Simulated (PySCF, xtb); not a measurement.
O3Se, SMILES O=[Se+2]([O-])[O-].

Harmonic wavenumbers (cm⁻¹) from GFN2-xTB (xtb) at its own minimum, in rising order: 222, 348, 348, 876, 953, 953.

Q: What does PySCF with B3LYP-D3(BJ)/def2-SVP give at its own minimum? (Estimate from the structure and the level; the computed values follow.)

A: 266, 345, 345, 899, 1016, 1016. Paired by order, the mean absolute difference is 33 cm⁻¹ and the zero-point energies are 5.3 and 5.6 kcal/mol.
